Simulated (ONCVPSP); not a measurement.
**Transferability test, ONCV potential for titanium (Ti)**

```json
{"Element": "Ti (Z = 22)", "Generator": "ONCVPSP 4.0.1", "Type": "optimised norm-conserving Vanderbilt (ONCV)", "Functional": "PBE", "Relativity": "scalar-relativistic", "Frozen core": "[Ne]", "Valence charge": "12", "Reference configuration": "3s2 3p6 3d2 4s2", "Partial waves": "3s+4s: rc 1.55 bohr, ncon 4, nbas 7, qcut 7.3 1/bohr, 2 projectors; 3p: rc 1.60 bohr, ncon 4, nbas 7, qcut 7.2 1/bohr, 2 projectors, debl 1 Ha; 3d: rc 2.20 bohr, ncon 4, nbas 9, qcut 7.8 1/bohr, 1 projector; f scattering state at 0.39 Ha: rc 2.35 bohr, ncon 4, nbas 8, qcut 4.5 1/bohr, 2 projectors, debl 1.7 Ha", "Local potential": "polynomial inside 1.25 bohr (lpopt 5, dvloc0 0 Ha)", "Core correction": "polynomial model core, fcfact 0.25"}
```

In the p channel the program set the typed energies aside and used -1.428, 0.250 Ha.

Energies are relative to the spin-unpolarised reference configuration 3s2 3p6 3d2 4s2; without spin polarisation the order of configurations can differ from experiment.

Give the all-electron excitation energy and the error of the potential for: 3s2 3p6 3d2 4s1; 3s2 3p6 3d2 4s0; 3s2 3p6 3d1 4s0; 3s2 3p6 3d3 4s0.

| valence configuration | charge | ΔE all-electron (eV) | error AE − PS (meV) |
| --- | --- | --- | --- |
| 3s2 3p6 3d2 4s1 | +1 | 7.347 | 0.0 |
| 3s2 3p6 3d2 4s0 | +2 | 20.919 | -2.4 |
| 3s2 3p6 3d1 4s0 | +3 | 47.867 | +101 |
| 3s2 3p6 3d3 4s0 | +1 | 7.395 | +59 |
